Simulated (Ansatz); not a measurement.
Se2S⁺ was relaxed with PBE0-D4 (def2-TZVP) in Ansatz in these states: charge +1 doublet, charge +1 quartet. The geometries follow in no particular order.

A:

```csv
atom,x (Å),y (Å),z (Å)
S1,-0.7671,1.2323,0.2589
Se2,0.2722,-0.4744,1.0064
Se3,0.4949,-0.7579,-1.2653
```

B:

Cartesian coordinates in Å:
```
S 1.046 0.717 0.084
Se 0.070 -1.148 0.514
Se -1.116 0.431 -0.598
```

Question: Judge from the bond lengths which geometry belongs to which state (an estimate).

Answer: A is the charge +1 quartet (S1–Se3 2.807 Å, Se2–Se3 2.300 Å, S1–Se2 2.133 Å); B is the charge +1 doublet (S1–Se3 2.285 Å, Se2–Se3 2.266 Å, S1–Se2 2.149 Å).

At PBE0-D4/def2-TZVP a doublet lies 0.76 eV below the charge +1 quartet. These are the stationary points nearest to one start from a short search; other shapes may lie lower in each state.
